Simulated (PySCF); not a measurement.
## Excitation energy of Lu²⁺ by level of theory

Lu²⁺ [Xe] 4f14 6s1 (2S) → Lu²⁺ [Xe] 4f14 5d1 (2D), as a difference of total energies. Computed with PySCF 2.14 in x2c-TZVPPall, with the spin-free X2C one-electron Hamiltonian (Gaussian nucleus). Correlated levels: valence: [Kr] 4d10 frozen; valence and next inner shell: [Ar] 3d10 frozen. The calculations carry no spin-orbit coupling.

```csv
method,excitation energy (cm⁻¹)
UHF,8098.6
LDA,9092.7
PBE,8156.7
PBE0,7161.4
r2SCAN,5556.3
B3LYP,8529.1
BLYP,9358.2
r2SCANh,5588.6
MP2 (valence),11100
SCS-MP2 (valence),10766
MP2 (valence and next inner shell),10864
SCS-MP2 (valence and next inner shell),10568
```

A first-order spin-orbit estimate (lowest level to lowest level, LS coupling) adds -0.257 eV.
